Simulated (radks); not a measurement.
Computed order of ionisation of chlorine. At each step one electron was removed from each of the four highest sub-shells of the ion before, moves of one valence electron (up to charge 6) and the configuration listed by NIST were tried, and the lowest configuration was kept. Method: scalar-relativistic Kohn-Sham, r2SCAN, spin-polarised, spherical densities, finite nucleus; meta-GGA in the generalised Kohn-Sham scheme; Fermi nuclear charge, rms radius of each element as measured or else 0.836 A^(1/3) + 0.57 fm; computed with a radial shooting solver on a logarithmic mesh with Libxc functionals. Open shells are filled with parallel spins first.

species  lowest configuration found  NIST configuration  margin to the next tried (eV)  IE (eV)  NIST IE (eV)       kind
Cl                     [Ne] 3s2 3p5                same                         12.562   13.101        12.968       exp.
Cl+                    [Ne] 3s2 3p4                same                         13.075   23.308        23.814       exp.
Cl2+                   [Ne] 3s2 3p3                same                         13.544   40.205          39.8  semi-emp.
Cl3+                   [Ne] 3s2 3p2                same                          7.428   53.543          53.2  semi-emp.
Cl4+                   [Ne] 3s2 3p1                same                          9.209   67.339          67.7  semi-emp.
Cl5+                       [Ne] 3s2                same                         11.548   95.944         96.94  semi-emp.
Cl6+                       [Ne] 3s1                same                         15.839   114.09        114.20       exp.
Cl7+                           [Ne]                same                         211.93   351.20        348.31       exp.
Cl8+                   [He] 2s2 2p5                same                         60.434   402.22        400.85       exp.
Cl9+                   [He] 2s2 2p4                same                         58.162   453.46         456.7  semi-emp.
Cl10+                  [He] 2s2 2p3                same                         55.565   534.80         530.0  semi-emp.
Cl11+                  [He] 2s2 2p2                same                         19.493   594.57         591.6  semi-emp.
Cl12+                  [He] 2s2 2p1                same                         21.336   654.20         656.3  semi-emp.
Cl13+                      [He] 2s2                same                         25.521   745.58         750.2  semi-emp.

Reference values: NIST Atomic Spectra Database (exp. = measured, semi-emp. = semi-empirical, theory = theoretical value adopted there). Open shells are spherical and high-spin; term and fine-structure splittings are not resolved.
